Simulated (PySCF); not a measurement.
H4Ge.

```xyz
5

Ge     0.0000     0.0000     0.0000
H      0.8867    -0.8867    -0.8867
H     -0.8867    -0.8867     0.8867
H     -0.8867     0.8867    -0.8867
H      0.8867     0.8867     0.8867
```

Geometry optimised at B3LYP-D3(BJ)/def2-TZVP.

All values below come from HF/pcSseg-1 (PySCF). Non-relativistic, no solvent.

Task: Give the absolute GIAO shielding of each atom: isotropic value and principal components (ppm). (Estimate from the structure and the level; the computed values follow.)

Result: 
```
atom  σ(iso)     σ11     σ22     σ33  span
----  ------  ------  ------  ------  ----
Ge1   1776.1  1776.1  1776.1  1776.1   0.0
H2      28.2    22.7    22.7    39.2  16.4
H3      28.2    22.7    22.7    39.2  16.4
H4      28.2    22.7    22.7    39.2  16.4
H5      28.2    22.7    22.7    39.2  16.4
```
